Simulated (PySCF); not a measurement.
Mg(OH)(NH2) (H₃MgNO), SMILES [NH2][Mg][OH]. Geometry: TPSSh-D3(BJ)/def2-TZVP. Other conformers were not sampled.

Calculation: PySCF with TPSSh-D3(BJ)/def2-TZVP.

Harmonic wavenumbers (cm⁻¹): 114, 155, 157, 215, 274, 536, 573, 854, 1571, 3531, 3607, 3982. Rotational constants (GHz): 329.4, 4.200, 4.160; symmetry number 1.

Work out the zero-point energy and the ideal-gas rigid-rotor harmonic-oscillator thermochemistry at 298.15 K and 1 atm.

ZPE = ½ Σ hcν = ½ × 15569 cm⁻¹ = 93.12 kJ/mol. H − E(el) = 111.99 kJ/mol. Entropy in J/(mol K): translation 159.24, rotation 90.17, vibration 55.35, total 304.76. G − E(el) = 21.12 kJ/mol. Cp = 84.11 J/(mol K). Modes under 150 cm⁻¹ make the vibrational entropy uncertain.
